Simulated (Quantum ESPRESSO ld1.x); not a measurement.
The numbers below are computed, except where a source is named.
Task: The mean radii <r> (bohr) of the occupied orbitals of an atom or ion are listed with their occupations. Code: ld1.x of Quantum ESPRESSO 7.5. Model: non-relativistic Kohn-Sham, LDA (Slater exchange, Perdew-Zunger correlation), spin-polarised, spherical densities, point nucleus.

orbital  occ.      <r>
1s up       1  0.05924
1s down     1  0.05924
2s up       1   0.2708
2s down     1   0.2705
2p up       3   0.2371
2p down     3   0.2368
3s up       1   0.8254
3s down     1   0.8277
3p up       3   0.8697
3p down     3   0.8739
3d up       5    1.181
3d down     2    1.257

Name the element and its charge. Open shells, if any, are filled with parallel spins first.

Result: Z = 26, iron, charge +1: Fe+ in [Ar] 3d7. The 1s radius gives Z: for a bare nucleus <r> = 1.5/Z, 0.05769 bohr for Z = 26, and screening makes it slightly larger (0.05924 here). The occupations add up to 25, and the charge is Z minus that.
